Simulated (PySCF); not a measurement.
# Computed records: BH₂O

Calculation on a computer-drawn molecule: vertical ionisation energy to the stated ion spin, frozen-core CCSD(T) at the basis limit and cheaper methods, single-reference cases, UHF for radicals, no spin-orbit; all values are single points at the evaluated structure, the first of each entry, which is the reference or a displaced copy of it and isn't optimised; the reference structure only sets the zero of the energies above reference; triples share is (T) over the correlation energy. Program: PySCF 2.14.0.

## BH₂O

Evaluated structure:
```xyz
4
BH2O
B      1.0823    -2.8371     2.2183
O      0.6258    -3.5566     1.2657
H      1.6170    -2.1690     3.5808
H      0.2392    -3.8802     0.6349
```

Reference structure:
```xyz
4
BH2O
B      1.0865    -2.9213     2.2928
O      0.7580    -3.5229     1.2878
H      1.4482    -2.3645     3.2566
H      0.1863    -3.8043     0.5752
```

- charge: 1
- multiplicity: 1
- ion multiplicity: 2
- diffuse functions: no
- basis: cc-pVnZ
- reference is: the Hartree-Fock double-zeta minimum
- best is: HF at quadruple zeta + MP2 correlation extrapolated from triple and quadruple zeta + CCSD(T) minus MP2 at triple zeta
- basis step is: the size of the change from the same recipe one zeta lower

Drawn bonds:
```
atom  other atom  order
   1           2      1
   1           3      1
   2           4      1
```

Question: BH₂O: energy above reference best?
Answer: 56.14 kcal/mol

Question: What ion spin squared at triple zeta does the calculation give for BH₂O?
Answer: 0.7595

Question: Give the table of triple zeta values for BH₂O.
Answer: 
Triple zeta:
```
 method  ionisation energy (eV)  energy above reference (kcal/mol)
     HF                   21.04                              59.03
    PBE                   21.71                              54.57
 r2SCAN                   21.75                               56.3
  B3LYP                      22                              56.84
  wB97X                   21.98                              56.72
    MP2                   21.69                              57.94
   CCSD                      22                              56.24
CCSD(T)                   21.96                              55.84
```

Further results for BH₂O:

* ionisation energy best: 22.06 eV
* ionisation energy basis step: 0.01602 eV
* energy above reference basis step: 0.1904 kcal/mol
* ionisation energy Koopmans at triple zeta: 22.04 eV
* ionisation energy EOM CCSD at triple zeta: 22.19 eV
* total energy HF triple zeta: -100.3950 hartree
* total energy CCSD(T) triple zeta: -100.7317 hartree
* total energy best: -100.7803 hartree
* T1 diagnostic at triple zeta: 0.01734
* D1 diagnostic at triple zeta: 0.03695
* ion T1 diagnostic at triple zeta: 0.02556
* ion D1 diagnostic at triple zeta: 0.06736
* triples share at triple zeta: 0.03536
* basis functions triple zeta: 88
